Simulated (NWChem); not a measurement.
## Lowest excitation of thiourea (CH₄N₂S)

SMILES: NC(=S)N
```xyz
8

N     -1.0965    -0.3516    -1.0488
C      0.0000     0.0000    -0.3153
N      1.0965     0.3516    -1.0488
S      0.0000     0.0000     1.3534
H     -1.1896    -0.0546    -2.0147
H     -1.9524    -0.4855    -0.5252
H      1.1896     0.0546    -2.0147
H      1.9524     0.4855    -0.5252
```
Charge 0, spin multiplicity 1.

Program: NWChem. All single points use one geometry, from B3LYP/def2-SVP, a minimum by its harmonic frequencies. It is one conformer; others weren't searched.

Basis set: 6-31+G*.

The correlated methods keep 8 core orbitals frozen. B3LYP has NWChem's definition, with VWN1-RPA local correlation. The Pople sets run with spherical d functions. Coupled-cluster values serve here as a point of comparison, not as the truth.

### Question
One of these methods gave a lowest vertical singlet excitation energy of 3.83 eV. Which?
(A) TD-PBE
(B) EOM-CCSD
(C) CIS
(D) TD-B3LYP

### Answer
A, TD-PBE. The others give 5.23 (CIS), 4.01 (TD-B3LYP), 4.23 (EOM-CCSD).
